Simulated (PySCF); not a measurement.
GeH₃ITe, SMILES I[Te][GeH3].

Geometry: B3LYP-D3(BJ)/def2-SVP. This is a generated structure with no PubChem entry under its InChIKey; it may be hypothetical. The def2 effective core potentials stand for the cores of I, Te; spin–orbit coupling is left out.

All values below come from PySCF with B3LYP-D3(BJ)/def2-SVP.

Frequencies are harmonic and unscaled.

Computed vibrational spectrum:
```
mode  ν (cm⁻¹)  IR (km/mol)  moving atoms (share of kinetic energy)
----  --------  -----------  --------------------------------------
1           59          0.1                Ge 46 %, I 31 %, Te 18 %
2           98          0.0                                  H 99 %
3          195          2.8                         I 50 %, Te 49 %
4          226          4.1                        Ge 60 %, Te 37 %
5          492          4.3                                  H 94 %
6          507          4.4                                  H 96 %
7          791        332.7                                  H 97 %
8          860         36.7                                  H 99 %
9          878         31.7                                  H 99 %
10        2122         95.9                                  H 99 %
11        2145         66.0                                  H 99 %
12        2149         85.2                                  H 98 %
```
